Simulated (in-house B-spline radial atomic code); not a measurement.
A fraction x of an electron is removed from 3d in V III (V2+), starting from [Ar] 3d3 and keeping the highest spin. Computed with an all-electron radial atomic-structure program (B-spline basis): scalar-relativistic (X2C) RPBE, spin-polarised, spherical fractional occupations, Fermi nucleus of rms radius 3.6002 fm.

| x | E(x) - E(0) (eV) | 3d up level (eV) |
| --- | --- | --- |
| 0 | 0.0000 | -22.263 |
| 0.1 | 2.2976 | -23.694 |
| 0.21 | 4.9920 | -25.301 |
| 0.25 | 6.0159 | -25.895 |
| 0.45 | 11.4962 | -28.927 |
| 0.5 | 12.9619 | -29.702 |
| 0.58 | 15.3880 | -30.955 |
| 0.7 | 19.2169 | -32.866 |
| 0.81 | 22.9300 | -34.649 |
| 0.94 | 27.5734 | -36.794 |
| 1 | 29.8111 | -37.798 |

The exact functional would give a straight line between the two integer points. Deviations E(x) - E(0) - x[E(1) - E(0)], in eV: -0.684 at x = 0.1, -1.268 at x = 0.21, -1.437 at x = 0.25, -1.919 at x = 0.45, -1.944 at x = 0.5, -1.902 at x = 0.58, -1.651 at x = 0.7, -1.217 at x = 0.81, -0.449 at x = 0.94.

The curve lies below the straight line by up to 1.944 eV (at x = 0.5): convex, the delocalisation error that favours fractional charges.

(1) How well does Slater's transition state (minus the level at half occupation) give the ionisation energy?

## Answers

(1) It gives 29.702 eV against 29.811 eV from the two total energies; NIST lists 29.31 eV, ground level to ground level.
